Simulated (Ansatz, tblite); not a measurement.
Cost and result up the ladder for InSi20H32, a doped nanocrystal cut from the lattice of silicon (In on an inner site) (53 atoms). Total charge 0; doublet. Geometry: PBE-D4/def2-SVP.

Cartesian coordinates in Å:
```
Si -3.832 1.720 -0.090
Si -2.712 -1.127 -2.682
Si -0.015 1.100 -4.041
Si -3.174 -1.735 1.790
In -0.358 0.470 0.035
Si -0.825 0.076 4.083
Si 0.642 -2.778 1.986
Si 1.098 -2.193 -2.489
Si 3.783 0.240 -3.569
Si 3.219 -0.210 0.269
Si 3.005 -0.746 4.122
Si -4.469 0.229 1.627
Si -4.047 0.768 -2.243
Si -1.718 2.726 0.301
Si -0.484 -0.467 -2.354
Si 2.190 1.931 -3.976
Si -0.943 -1.050 2.024
Si 1.914 1.769 0.369
Si 1.340 0.856 4.589
Si 2.766 -1.751 2.002
Si 3.164 -1.252 -1.850
H -4.830 2.864 -0.049
H -2.981 -1.580 -4.097
H -3.097 -2.243 -1.745
H -0.978 2.259 -3.942
H -0.229 0.446 -5.386
H -3.367 -2.568 0.550
H -3.653 -2.532 2.979
H -1.774 1.250 4.064
H -1.270 -0.848 5.191
H 0.459 -3.624 0.753
H 0.562 -3.678 3.196
H 1.253 -2.730 -3.892
H 0.720 -3.334 -1.581
H 3.916 -0.575 -4.833
H 5.126 0.862 -3.273
H 4.659 0.223 0.481
H 2.892 -1.844 5.153
H 4.372 -0.120 4.256
H -5.918 -0.109 1.374
H -4.394 0.975 2.937
H -5.512 0.435 -2.400
H -3.711 1.839 -3.252
H -1.397 3.775 -0.731
H -1.631 3.327 1.679
H 2.516 2.583 -5.298
H 2.295 2.992 -2.913
H 2.075 2.480 1.685
H 2.257 2.712 -0.751
H 1.613 2.107 3.797
H 1.418 1.220 6.052
H 3.842 -2.807 1.875
H 4.221 -2.333 -1.784
```

Ansatz on 2 threads of AMD EPYC 7R13 on a shared host and a share (18 GiB) of an NVIDIA H100 80GB HBM3; xTB runs through tblite on one thread. Times are rough, summed over both states, and most runs start from the orbitals of an earlier one. No level here is sound enough to serve as a yardstick. The other state is a singlet.

In the def2 sets In takes a core potential; there is no spin–orbit coupling. The xTB rows come from tblite. Single mean-field runs in def2-SVP are fitted with def2-universal-jkfit.

Run but left out: PBE-QIDH/def2-SVP (charge +1 singlet: restricted singlet, unstable towards broken spin symmetry).

Raw xTB energies of ions are shifted by several eV, and xTB has no spin-polarisation term.

```json
{"level": "GFN1-xTB", "functions": "253", "wall time": "1.1 s", "vertical IE (eV)": "11.52", "remarks": "–"}
{"level": "GFN2-xTB", "functions": "221", "wall time": "1.4 s", "vertical IE (eV)": "9.87", "remarks": "–"}
{"level": "PBE-D4/def2-SVP (with forces)", "functions": "546", "wall time": "32 s", "vertical IE (eV)": "7.18", "remarks": "restricted singlet, untested (+1 singlet)"}
{"level": "PBE0-D4/def2-SVP (with forces)", "functions": "546", "wall time": "35 s", "vertical IE (eV)": "7.56", "remarks": "restricted singlet, untested (+1 singlet)"}
```
